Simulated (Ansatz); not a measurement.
## Which method gave which barrier?

Saddle point of SnH$_{5}$SBr, closed shell (SnH₃Br ([Br][SnH3]) + H₂S → SnH₄S ([SH][SnH3]) + HBr; bonds formed: Sn1–S7, Br2–H6; bonds broken: Sn1–Br2, H6–S7), PBE0-D4/def2-TZVP structure:

```xyz
8
angstrom
Sn -0.8777 -0.4854 -0.2221
Br 1.8089 -1.4999 0.3740
H -0.7588 -1.4307 -1.6215
H -1.2241 -1.1315 1.3069
H -2.1093 0.6943 -0.5163
H 1.7054 0.4495 0.0112
S 0.8298 1.5502 -0.3131
H 0.6256 1.8536 0.9808
```

Program: Ansatz 0.2.0. Basis: def2-TZVPP, with def2-QZVPP for the basis limit. Cores are frozen in the correlated methods. Filled d shells of the heavier atoms are correlated. Core potentials replace the inner electrons of the atoms past krypton. The def2 sets are not built for correlating such inner shells, so the correlated values are less sure here. B3LYP uses VWN-RPA correlation. Extrapolation: Hartree–Fock as exp(−7.88 √X), correlation as X^−2.97. Four methods, as single points on the PBE0-D4 structures, gave these electronic barriers from the start structure: 14.35, 24.50, 28.44, 38.75 kcal/mol.

(1) The methods were, in alphabetical order, B3LYP-D4, CCSD(T), HF, SPW92. Which gave which? (Judge from chemistry; the calculation decides.)

The T1 diagnostic stays at or below 0.012.

## Answers

(1) By the calculation: SPW92 14.35; B3LYP-D4 24.50; CCSD(T) 28.44; HF 38.75 kcal/mol. For comparison, CCSD(T) at an estimated basis limit (MP2 extrapolated from triple and quadruple zeta, plus CCSD(T) − MP2 in triple zeta) gives 26.69 kcal/mol.

Exchanges of this kind with a chalcogen hydride build sulfide and selenide films.

Labels in which every atom is bracketed show which atoms are joined, not bond orders.

For scale, one of the runs: CCSD(T)/def2-TZVPP, 210 basis functions, launched by `ansatz run in.yaml --threads 4 --pin off --events-out ev --progress --plain --max-ram 9574MiB`. Hardware: 4 CPU threads of an Arm Neoverse V1, shared host. Wall time 2.2 min; peak host memory 3.1 GiB.
